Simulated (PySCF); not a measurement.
CHBClF₃, singlet, geometry from GFN2-xTB. Base run: DF-PBE/pcseg-0 (PySCF).

Input for PySCF:
```python
from pyscf import gto, scf, dft

mol = gto.Mole()
mol.atom = '''
    B     0.84530595    0.21810628    0.57146766
    C    -0.03217182   -0.50111286   -0.60584209
    F    -1.32937178   -0.14524536   -0.66432988
    F    -0.02789515   -1.84737890   -0.48205832
    F     0.47253304   -0.24537627   -1.83370394
    Cl    0.11491189    1.30188810    1.58557336
    H     1.97560398   -0.07394710    0.64379633
'''
mol.basis = 'pcseg-0'
mol.verbose = 4
mol.max_memory = 1800
mol.build()

mf = dft.RKS(mol)
mf.xc = 'pbe'
mf = mf.density_fit(auxbasis='def2-universal-jkfit')
mf.kernel()
```

The job was repeated with other settings on one machine. Differences are taken from the largest basis of the pcseg family in the series, which isn't the basis-set limit (pcseg-3: -822.971154 Eh). The cheapest run took about 6 core-seconds (a rough figure).

```tsv
setting	basis functions	cost, times the cheapest (rough)	difference in total energy (mEh)
pcseg-0	60	1	1791.11
pcseg-1	93	2	295.59
pcseg-2	198	4	31.59
pcseg-3	397	20	reference
```

Times come from a shared machine, hold the start-up and are rough. Total energies converge more slowly with the basis than energy differences do.
